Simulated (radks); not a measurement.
Results of a calculation; reference values are marked as such.
Minus the highest occupied eigenvalue as an estimate of the ionisation energy, Sn40+ to Sn49+. The LB94 potential has the -1/r tail that LDA and GGA lack but no energy functional. Code: a radial shooting solver on a logarithmic mesh with Libxc functionals. Model: Dirac Kohn-Sham, LB94 model potential, spin-unpolarised, spherical densities, finite nucleus; open shells fill j = l - 1/2 first; Fermi nuclear charge, rms radius 4.6519 fm.

Sn40+: configuration [Ne]; HOMO 2p3/2; -e(HOMO) (eV) 6384.6; <r> (bohr) 0.109; IE, NIST (eV) 6421; kind semi-emp.
Sn41+: configuration [He] 2s2 2p5; HOMO 2p3/2; -e(HOMO) (eV) 6600.3; <r> (bohr) 0.108; IE, NIST (eV) 6631; kind semi-emp.
Sn42+: configuration [He] 2s2 2p4; HOMO 2p3/2; -e(HOMO) (eV) 6818.3; <r> (bohr) 0.107; IE, NIST (eV) 6859; kind semi-emp.
Sn43+: configuration [He] 2s2 2p3; HOMO 2p3/2; -e(HOMO) (eV) 7038.4; <r> (bohr) 0.106; IE, NIST (eV) 7080; kind semi-emp.
Sn44+: configuration [He] 2s2 2p2; HOMO 2p1/2; -e(HOMO) (eV) 7524.1; <r> (bohr) 0.0998; IE, NIST (eV) 7531; kind semi-emp.
Sn45+: configuration [He] 2s2 2p1; HOMO 2p1/2; -e(HOMO) (eV) 7757.8; <r> (bohr) 0.0989; IE, NIST (eV) 7790; kind theory
Sn46+: configuration [He] 2s2; HOMO 2s1/2; -e(HOMO) (eV) 8100.0; <r> (bohr) 0.118; IE, NIST (eV) 8103; kind semi-emp.
Sn47+: configuration [He] 2s1; HOMO 2s1/2; -e(HOMO) (eV) 8294.3; <r> (bohr) 0.117; IE, NIST (eV) 8307.0; kind theory
Sn48+: configuration [He]; HOMO 1s1/2; -e(HOMO) (eV) 34222; <r> (bohr) 0.0289; IE, NIST (eV) 34257.1; kind theory
Sn49+: configuration 1s1; HOMO 1s1/2; -e(HOMO) (eV) 35003; <r> (bohr) 0.0287; IE, NIST (eV) 35192.5; kind theory

Reference values: NIST Atomic Spectra Database (exp. = measured, semi-emp. = semi-empirical, theory = theoretical value adopted there). Spin polarisation and multiplet splitting are left out.

Beside tabulated values, note that spin-unpolarised runs miss the spin-polarisation part of the exchange energy of open shells.
